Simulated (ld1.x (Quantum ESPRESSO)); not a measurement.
# Scattering properties, RRKJ potential for Tm (Z = 69)

thulium, norm-conserving RRKJ (Kleinman–Bylander form), made with ld1.x (Quantum ESPRESSO) 7.5 (LDA (PZ), scalar-relativistic). Core [Kr] 4d10 4f13, reference 5s2 5p6 5d0.5 6s1.5 6p0. Waves: 5p (bound): rc 2.45 bohr; 5d (bound): rc 3.40 bohr; 5s (bound): rc 2.15 bohr. Local part: the s channel. Core correction: none. rho0 = 0.01.

Occupied shells without a wave of their own: 6s. They enter only through the test configuration that unscreens the potential.

The phase is arctan(r·u′/u) with u = r·R(r), unwrapped; energies in Ry, scanned from -6 to 5 Ry. A pole is an energy at which the radial function vanishes at the test radius. The pseudo phase is shifted by a multiple of π to meet the all-electron one at the reference energy, and phase errors are pseudo minus all-electron; the curves can meet again beyond the range given. Levels narrower than the energy grid can be missing from the lists of poles. n/a: not evaluated, since a narrow level or a reset projector energy made the automatic matching unsafe.

A narrow feature of the pseudo curve, probably an extra level, lies near -3.92 Ry in the s channel; the grid steps over it, so the window and error are not given (n/a).

Question: For each channel, where are the poles, and over which energies does the pseudopotential scatter like the atom?

Answer:

```tsv
channel	radius (bohr)	reference energy (Ry)	poles, all-electron	poles, pseudo	unbroken range about the reference energy with phases within 0.05 rad	phase error 1 Ry above the reference energy (rad)
s	3.71	-3.91	0.64	0.16, 3.43	n/a	n/a
p	3.71	-1.97	-1.95, 1.52	-1.93, 1.69	not even at the reference energy	+0.003
d	3.71	-0.06	0.29, 3.21	0.31, 3.56	not even at the reference energy	+0.036
```

The potential misses its own reference levels by up to 1.4 eV, so it is not fit for use.

Phases in the s channel:

```csv
E (Ry),all-electron,pseudo
-6.00,1.455,1.455
-5.48,1.449,1.449
-4.96,1.442,1.442
-4.44,1.433,1.433
-3.92,1.361,1.405
-3.40,-1.730,-1.730
-2.88,-1.748,-1.748
-2.36,-1.772,-1.773
-1.84,-1.811,-1.813
-1.32,-1.884,-1.893
-0.80,-2.095,-2.182
-0.28,-3.613,-4.295
0.24,-4.568,-4.744
0.76,-4.740,-4.913
1.28,-4.843,-5.263
1.80,-4.981,-7.118
2.32,-5.436,-7.654
2.84,-7.207,-7.781
3.36,-7.632,-7.847
3.88,-7.748,-7.898
4.40,-7.807,-7.955
4.92,-7.847,-8.049
```
